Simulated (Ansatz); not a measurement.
One change: `[O]1[SiH2][SnH2]1` becomes `N[SiH]1[O][SnH2]1`.

Ansatz, PBE0-D4/def2-TZVP geometries, multiplicity 1. Each molecule was computed in one conformer, which needn't be the lowest.

Elements past krypton have def2 core potentials.

| property | `[O]1[SiH2][SnH2]1` |
| --- | --- |
| size of the dipole moment (ωB97M-V/def2-TZVPP) / D | 2.14 |
| size of the dipole moment (PBE/def2-TZVPP) / D | 1.84 |
| HOMO–LUMO gap (B3LYP/def2-TZVPP) / eV | 4.65 |
| LUMO energy (PBE0/def2-TZVPP) / eV | -1.74 |
| HOMO energy (PBE/def2-TZVPP) / eV | -5.81 |
| HOMO–LUMO gap (PBE/def2-TZVPP) / eV | 3.33 |

What does the change do to each property? (Estimate.)

Ansatz gave: 
```tsv
property	`N[SiH]1[O][SnH2]1`	shift
size of the dipole moment (ωB97M-V/def2-TZVPP) / D	3.45	1.31
size of the dipole moment (PBE/def2-TZVPP) / D	3.32	1.48
HOMO–LUMO gap (B3LYP/def2-TZVPP) / eV	4.49	-0.16
LUMO energy (PBE0/def2-TZVPP) / eV	-1.44	0.30
HOMO energy (PBE/def2-TZVPP) / eV	-5.33	0.48
HOMO–LUMO gap (PBE/def2-TZVPP) / eV	3.18	-0.15
```

With PBE0 the HOMO rises by 0.48 eV and the LUMO rises by 0.30 eV, so the gap narrows by about 0.18 eV. PBE moves the HOMO by 0.48 eV and ωB97M-V by 0.49 eV. Dipoles are sizes alone; their direction can turn.

B3LYP here is the variant with VWN-RPA as its local correlation; programs differ in this.
